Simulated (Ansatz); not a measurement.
Job for Ansatz (a quantum-chemistry and plane-wave program): R-PBE/def2-TZVPP on CH4BClO (SMILES COBCl), a point of a torsion scan.

Ansatz 0.2 input:
```yaml
crystal:
  periodic: [false, false, false]
  atoms:
    - {symbol: C, position_ang: [-1.10382701, -0.00412508, 0.07729959]}
    - {symbol: O, position_ang: [0.11457468, -0.49820624, -0.44016506]}
    - {symbol: B, position_ang: [1.27824644, 0.11339317, -0.45642793]}
    - {symbol: Cl, position_ang: [1.51483308, 1.71040584, 0.18999160]}
    - {symbol: H, position_ang: [-0.98501496, 0.99954221, 0.49082624]}
    - {symbol: H, position_ang: [-1.44457059, -0.68831581, 0.85613087]}
    - {symbol: H, position_ang: [-1.83516783, 0.01238900, -0.73249059]}
    - {symbol: H, position_ang: [2.18545055, -0.45338916, -0.92971869]}
basis:
  gaussian:
    orbitals: def2-TZVPP
hamiltonian:
  xc: {name: PBE}
scf: {lower_state_search: off}
```

The head of its log:

```
WARN ansatz: RAYON_NUM_THREADS=1 ignored (pool sized by the plan → 1); use --threads N
Functional definition: PBE
these checks for a lower state are left out or cut short: stability, starts, cluster_reference, orbital_swaps, neighbouring_geometries, increment
integrals: 0.09 GiB planned
1030 factors; their error is unknown
mean field: 0.72 GiB planned
mean field evaluation 1: about -16334.1922 eV, gradient 6.1e1 eV
mean field evaluation 2: about -16305.5746 eV, gradient 1.3e2 eV
```

### Question
What total energy does the run end on?

### Answer
-600.5626 hartree.
